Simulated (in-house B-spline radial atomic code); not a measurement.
**Ionising Pt7+ with different functionals**

Computed with a radial B-spline atomic code at the basis-set limit: four-component Dirac-Coulomb Hamiltonian, Fermi nucleus of rms radius 5.427 fm, spin-restricted, spherical fractional occupations for the functionals, and exact exchange of hybrids averaged over the configuration. The ionisation energy is the difference of two self-consistent energies, [Xe] 4f14 5d3 → [Xe] 4f14 5d2, without Breit or QED terms; ε is the level of the shell that loses the electron (mean over j). The electron is taken from both j subshells in proportion to 2j + 1, so the result is a j average, not the step between ground levels.

```
   method                    rung  ΔSCF (eV)  -ε(5d) (eV)
    B3LYP           global hybrid     108.20       101.53
BHandHLYP           global hybrid     108.07       104.12
     PBE0           global hybrid     108.14       101.94
    wB97X  range-separated hybrid     107.77       104.26
```

Among the functionals, which spreads more, the ΔSCF values or the orbital energies?

The orbital energies: ΔSCF values span about 0.43 eV and the orbital energies 2.73 eV; here energy differences depend much less on the functional than eigenvalues do.

How do they compare with the NIST value?

NIST lists 109 eV ± 2.1 (tabulated theory, ground level to ground level). Errors run from -1.23 to -0.80 eV; all lie within about twice that uncertainty, so the table can't rank the methods.
